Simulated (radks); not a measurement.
Values are calculated unless marked as measured or tabulated.
Species: the cadmium ion Cd+. Configuration: [Kr] 4d8.5 5s1.5 5p1 (fractional occupations, a model configuration).

Code: a radial shooting solver on a logarithmic mesh with Libxc functionals. Model: non-relativistic Kohn-Sham, PBE, spin-polarised, spherical densities, point nucleus; open shells are filled with parallel spins first (spin-orbit coupling, left out, can overturn this in heavy ions); relativity is left out, which matters for an element this heavy.

Energy parts (hartree):
total: -5465.95025
kinetic: 5463.73650
electron-nucleus: -12982.20743
Hartree: 2202.55633
exchange-correlation: -150.03564

Orbitals (lengths in bohr, moments of r in powers of bohr; r(max) is where P^2 peaks):
| orbital | occ. | eigenvalue (hartree) | r(max) | <r^2> |
|---|---|---|---|---|
| 1s up | 1 | -943.2704 | 0.02099 | 0.001345 |
| 1s down | 1 | -943.2692 | 0.02099 | 0.001345 |
| 2s up | 1 | -137.6654 | 0.1165 | 0.02216 |
| 2s down | 1 | -137.6520 | 0.1165 | 0.02216 |
| 2p up | 3 | -128.3827 | 0.09128 | 0.01673 |
| 2p down | 3 | -128.3723 | 0.09128 | 0.01673 |
| 3s up | 1 | -26.11577 | 0.3360 | 0.1574 |
| 3s down | 1 | -26.10867 | 0.3360 | 0.1573 |
| 3p up | 3 | -22.34692 | 0.3225 | 0.1526 |
| 3p down | 3 | -22.33872 | 0.3225 | 0.1525 |
| 3d up | 5 | -15.37565 | 0.2662 | 0.1330 |
| 3d down | 5 | -15.36351 | 0.2662 | 0.1329 |
| 4s up | 1 | -4.28358 | 0.8203 | 0.9244 |
| 4s down | 1 | -4.23414 | 0.8199 | 0.9234 |
| 4p up | 3 | -3.06748 | 0.8540 | 1.059 |
| 4p down | 3 | -3.01739 | 0.8536 | 1.058 |
| 4d up | 5 | -1.09183 | 0.9597 | 1.696 |
| 4d down | 3.5 | -1.03987 | 0.9590 | 1.690 |
| 5s up | 1 | -0.59228 | 2.202 | 7.263 |
| 5s down | 0.5 | -0.53689 | 2.201 | 7.429 |
| 5p up | 1 | -0.37045 | 2.615 | 10.77 |
| 5p down | 0 | -0.32001 | 2.644 | 11.38 |

The highest occupied level is 5p up at -10.080 eV. The spin density at the nucleus is 6.777 e/bohr^3 (1s -0.021, 2s -0.298, 3s 0.042, 4s -0.233, 5s 7.287). The electron density at the nucleus is 7.769e+04 e/bohr^3. Summed over all electrons, <r^2> = 47.05 bohr^2, which gives a Langevin (diamagnetic) susceptibility term of -37.3 x 10^-6 cm^3/mol. The density falls to 0.001 e/bohr^3 at r = 4.34 bohr. Virial ratio -V/T = 2.00041. Spin moment in Bohr magnetons: 3.
